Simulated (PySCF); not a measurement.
## Cs³³⁺: ionisation energy

Cs³³⁺ [Ar] 3d4 (5D) → Cs³⁴⁺ [Ar] 3d3 (4F), as a difference of total energies. Calculation: PySCF 2.14, in an even-tempered Gaussian basis (18 s from 5.3 bohr⁻², ratio 2.5; 12 p from 6.9 bohr⁻², ratio 2.5; 8 d from 6.9 bohr⁻², ratio 2.5; 4 f from 26 bohr⁻², ratio 2.7; 3 g from 39 bohr⁻², ratio 2.7); the spin-free X2C one-electron Hamiltonian (Gaussian nucleus). Correlated levels: outer shells: [Ne] frozen; virtual orbitals above 40 to 60 times the deepest correlated orbital energy dropped. The calculations carry no spin-orbit coupling.

```csv
method,ionisation energy (eV)
UHF,2133.4
LDA,2133.4
PBE,2132.5
PBE0,2133.2
r2SCAN,2132.4
r2SCANh,2132.7
BHandHLYP,2133.6
MP2 (outer shells),2133.9
SCS-MP2 (outer shells),2133.4
```

A first-order spin-orbit estimate (lowest level to lowest level, LS coupling) adds -3.754 eV.

Breit and QED terms and the two-electron picture change are absent.

For comparison: 2137 ± 5 eV (theoretical estimate listed by NIST; NIST Atomic Spectra Database, ionization energies).
